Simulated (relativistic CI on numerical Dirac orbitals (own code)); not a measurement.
**Hyperfine structure of La³²⁺, mass number 139**

Computed by Dirac-Coulomb-Breit CI, orbitals from a KLI potential per configuration, model QED (radiative potential, 1s self-energy scaled to tabulated hydrogen-like ionisation energies), unscaled Slater integrals (own radial code, finite nucleus).

Configuration list (outside the closed core [Ne]): 3s2 3p6 3d7, 3s2 3p5 3d8, 3s2 3p4 3d9, 3s 3p6 3d8, 3p6 3d9, 3s 3p5 3d9, 3s2 3p6 3d6 4s, 3s2 3p6 3d6 4p, 3s2 3p6 3d6 4d, 3s2 3p4 3d8 4s, 3s2 3p4 3d8 4p, 3s2 3p5 3d7 4s, 3s2 3p6 3d6 4f, 3s2 3p5 3d7 4p, 3s2 3p6 3d5 4s2, 3s 3p6 3d7 4s. Levels of other configurations are missing.

Nuclear spin I = 7/2, μ = 2.7791 μN, Q = 0.206 b (tables of Stone and Pyykkö). The electronic factors are computed for point nuclear moments, without core polarisation or the Bohr-Weisskopf and QED corrections.

```tsv
Level	E (cm⁻¹)	A (MHz)	B (MHz)
3s2 3p6 3d7 4F_9/2	0	11820	1580
3s2 3p6 3d7 4F_7/2	132841	13090	1840
3s2 3p6 3d7 4P_5/2	194758	6047	-4520
3s2 3p6 3d7 4P_1/2	210486	-5467	
3s2 3p6 3d7 2H_11/2	230940	16630	-9690
3s2 3p6 3d7 2G_7/2	251542	18860	-1220
3s2 3p6 3d7 2F_5/2	299326	18300	544
3s2 3p6 3d7 2P_1/2	363288	-8748
```

Levels with J = 0, under 50 % of one LS term, or S terms without an open s electron are left out. Small factors come from cancelling terms and can be off by tens of per cent or more.

At this charge energies of transitions that change n are usually good to better than 1 %, and those within a shell (Δn = 0) to a few per cent. Terms inside the open d or f shell come out 10 to 20 % too wide with unscaled integrals.

Give the hyperfine levels of 3s2 3p6 3d7 4F_9/2 relative to its centre of gravity.

With K = F(F + 1) − I(I + 1) − J(J + 1), E = AK/2 + B[¾K(K + 1) − I(I + 1)J(J + 1)]/[2I(2I − 1)J(2J − 1)]: F = 1: -226900, F = 2: -203500, F = 3: -168300, F = 4: -121300, F = 5: -62400, F = 6: 8464, F = 7: 91420, F = 8: 186600 MHz.

LS names give the leading component of a level, which can be under half, so a name can repeat, a term be missing and a line seem to break the LS rules.
